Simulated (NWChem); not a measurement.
System: C6H13, doublet; SMILES C(C[CH]C)(C)C

Here is an NWChem input.

```
start job
memory heap 200 mb stack 900 mb global 1100 mb
geometry units angstroms noautosym nocenter noautoz
  C      0.129196    -2.818920     0.300730
  C      0.017790    -1.502999    -0.377474
  C      0.520540    -0.251450     0.250573
  C     -0.038836     1.043162    -0.351276
  C      0.684251     2.264865     0.204207
  C     -1.545897     1.150735    -0.143547
  H     -0.164566    -2.755896     1.362903
  H     -0.493998    -3.587809    -0.180601
  H      1.170287    -3.205372     0.294999
  H     -0.191213    -1.484840    -1.453924
  H      0.312105    -0.268355     1.338799
  H      1.631086    -0.217990     0.179835
  H      0.151480     1.002698    -1.440842
  H      0.301520     3.195957    -0.242243
  H      0.546210     2.340646     1.296084
  H      1.767298     2.218757     0.008841
  H     -1.788019     1.215447     0.930941
  H     -1.955907     2.048827    -0.631774
  H     -2.071578     0.272622    -0.548948
end
basis spherical
  C library def2-svp
  H library def2-svp
end
dft
  odft
  mult 2
  xc xpbe96 cpbe96
  iterations 150
end
cosmo
  dielec 2.4
end
task dft energy
```

Excerpt of the output:

```
             Northwest Computational Chemistry Package (NWChem) 7.3.0
             --------------------------------------------------------

                             Geometry "geometry" -> ""
                             -------------------------

 Output coordinates in angstroms (scale by  1.889725989 to convert to a.u.)

  No.       Tag          Charge          X              Y              Z
 ---- ---------------- ---------- -------------- -------------- --------------
    1 C                    6.0000     0.12919600    -2.81892000     0.30073000
    2 C                    6.0000     0.01779000    -1.50299900    -0.37747400
    3 C                    6.0000     0.52054000    -0.25145000     0.25057300
    4 C                    6.0000    -0.03883600     1.04316200    -0.35127600
    5 C                    6.0000     0.68425100     2.26486500     0.20420700
    6 C                    6.0000    -1.54589700     1.15073500    -0.14354700
    7 H                    1.0000    -0.16456600    -2.75589600     1.36290300
    8 H                    1.0000    -0.49399800    -3.58780900    -0.18060100
    9 H                    1.0000     1.17028700    -3.20537200     0.29499900
   10 H                    1.0000    -0.19121300    -1.48484000    -1.45392400
   11 H                    1.0000     0.31210500    -0.26835500     1.33879900
   12 H                    1.0000     1.63108600    -0.21799000     0.17983500
   13 H                    1.0000     0.15148000     1.00269800    -1.44084200
   14 H                    1.0000     0.30152000     3.19595700    -0.24224300
   15 H                    1.0000     0.54621000     2.34064600     1.29608400
   16 H                    1.0000     1.76729800     2.21875700     0.00884100
   17 H                    1.0000    -1.78801900     1.21544700     0.93094100
   18 H                    1.0000    -1.95590700     2.04882700    -0.63177400
   19 H                    1.0000    -2.07157800     0.27262200    -0.54894800

 Effective nuclear repulsion energy (a.u.)     243.2958124345

  pbe96 is a nonlocal functional; adding pw91lda local functional.

                                 NWChem DFT Module
                                 -----------------

[...]

                                   COSMO solvation results
                                   -----------------------

                 gas phase energy =      -235.896832036451
                 sol phase energy =      -235.897454064557
 (electrostatic) solvation energy =         0.000622028106 (    0.39 kcal/mol)

                    DFT Final Alpha Molecular Orbital Analysis
                    ------------------------------------------

 Vector   23  Occ=1.000000D+00  E=-2.815013D-01
              MO Center= -1.1D-01,  4.8D-01, -1.0D-01, r^2= 4.7D+00
   Bfn.  Coefficient  Atom+Function         Bfn.  Coefficient  Atom+Function
  ----- ------------  ---------------      ----- ------------  ---------------
    47      0.292666   4 C  py               61     -0.265176   5 C  py
    33     -0.260869   3 C  py               19      0.206297   2 C  py
     5     -0.161374   1 C  py               75     -0.156491   6 C  py
   145      0.156774  19 H  s                90      0.139172   8 H  s
   115     -0.136849  13 H  s               120     -0.131862  14 H  s

 Vector   24  Occ=1.000000D+00  E=-2.736489D-01
              MO Center= -6.0D-02,  8.3D-01, -1.0D-01, r^2= 3.5D+00
   Bfn.  Coefficient  Atom+Function         Bfn.  Coefficient  Atom+Function
  ----- ------------  ---------------      ----- ------------  ---------------
    48      0.301089   4 C  pz              115     -0.298811  13 H  s
    34     -0.199798   3 C  pz              105     -0.189443  11 H  s
   116     -0.190053  13 H  s                33      0.178682   3 C  py
   135     -0.165944  17 H  s               125     -0.161224  15 H  s
    76     -0.150465   6 C  pz              106     -0.145143  11 H  s

 Vector   25  Occ=1.000000D+00  E=-1.461135D-01
              MO Center=  1.2D-01, -1.5D+00, -1.9D-01, r^2= 2.2D+00
   Bfn.  Coefficient  Atom+Function         Bfn.  Coefficient  Atom+Function
  ----- ------------  ---------------      ----- ------------  ---------------
    18      0.547423   2 C  px               21      0.482417   2 C  px
    96     -0.200165   9 H  s               111     -0.189579  12 H  s
    95     -0.185967   9 H  s               110     -0.184578  12 H  s
    20     -0.153630   2 C  pz               45      0.147790   4 C  s
    17     -0.133340   2 C  s                23     -0.129752   2 C  pz

 Vector   26  Occ=0.000000D+00  E= 3.737710D-02
              MO Center=  1.5D-01,  9.1D-01,  6.0D-02, r^2= 8.7D+00
   Bfn.  Coefficient  Atom+Function         Bfn.  Coefficient  Atom+Function
  ----- ------------  ---------------      ----- ------------  ---------------
    59      1.190363   5 C  s                31      1.057715   3 C  s
    73      1.027201   6 C  s                 3      0.787228   1 C  s
   111     -0.696856  12 H  s               141     -0.630090  18 H  s
   131     -0.620204  16 H  s               116     -0.586691  13 H  s
   121     -0.581598  14 H  s               106     -0.563789  11 H  s

 Vector   27  Occ=0.000000D+00  E= 5.675069D-02
              MO Center=  2.3D-01, -1.3D+00,  3.2D-01, r^2= 9.6D+00
   Bfn.  Coefficient  Atom+Function         Bfn.  Coefficient  Atom+Function
  ----- ------------  ---------------      ----- ------------  ---------------
     3      2.011584   1 C  s                86     -1.056279   7 H  s
    96     -0.922723   9 H  s               116      0.814682  13 H  s
    45     -0.781908   4 C  s                31      0.709212   3 C  s
   106     -0.651939  11 H  s                91     -0.612133   8 H  s
    59     -0.495430   5 C  s               121      0.437805  14 H  s

[...]
```

Level: PBE/def2-SVP, spin-unrestricted, COSMO on the gas-phase geometry. All runs use the structure optimised with PBE0/def2-SVP, spin-unrestricted. Not confirmed as a minimum by frequencies. No stability test was run on the SCF state. COSMO prints the solvation energy as gas minus solution, so a positive value is a stabilisation.
